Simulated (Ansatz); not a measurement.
Reaction (substitution at a C–Zn bond): `F[CH2][ZnH]` + HI → `FCI` + `[ZnH2]`

Gas-phase electronic energies from Ansatz, PBE0-D4/def2-TZVP geometries. CCSD(T)/CBS is the MP2 limit (def2-TZVPP, def2-QZVPP) plus CCSD(T) − MP2 in def2-TZVPP, frozen cores. DFT in def2-TZVPP. HSE06 is defined as in plane-wave codes. Elements past krypton have def2 core potentials. For I, Zn outer-core shells are correlated without core-valence functions, which leaves a few kJ/mol of doubt a bond. Scalar relativity is left out up to krypton.

```
             level  ΔE (kJ/mol)  difference from CCSD(T)/CBS
       LDA (SPW92)         13.0                         -0.9
            PBE-D4         10.1                         -3.8
            B97M-V          5.9                         -8.0
          BHLYP-D4         11.8                         -2.1
               PBE         11.9                         -2.0
              BLYP         13.7                         -0.2
           r2SCANh         11.3                         -2.6
             HSE06         12.6                         -1.3
             BHLYP         14.7                          0.8
         CAM-B3LYP         17.3                          3.4
RPA@PBE/def2-TZVPP         14.0                          0.1
      MP2/def2-SVP         23.8                          9.9
     HF/def2-TZVPP         10.5                         -3.4
     HF/def2-QZVPP         11.0                         -2.9
SCS-MP2/def2-QZVPP         12.3                         -1.6
      HF/CBS(def2)         11.0                         -2.9
       CCSD(T)/CBS         13.9                            0
```

Largest T1 diagnostic among the species: 0.016.

At CCSD(T), def2-SVP lies +11.2 kJ/mol from the extrapolated value and def2-TZVPP +0.5 kJ/mol. The D4 term adds −3.2 kJ/mol with B3LYP and −1.5 kJ/mol with PBE0; it sums over pairs of atoms, weighted by their polarisabilities, and B3LYP, whose exchange is more repulsive, gets the larger term. Leaving LDA and LC-ωPBE aside and taking each functional with its dispersion term where it has one, the values, not all of them listed here, spread over 9.8 kJ/mol, from B97M-V to CAM-B3LYP-D4.

B3LYP here is the variant with VWN-RPA as its local correlation; programs differ in this.
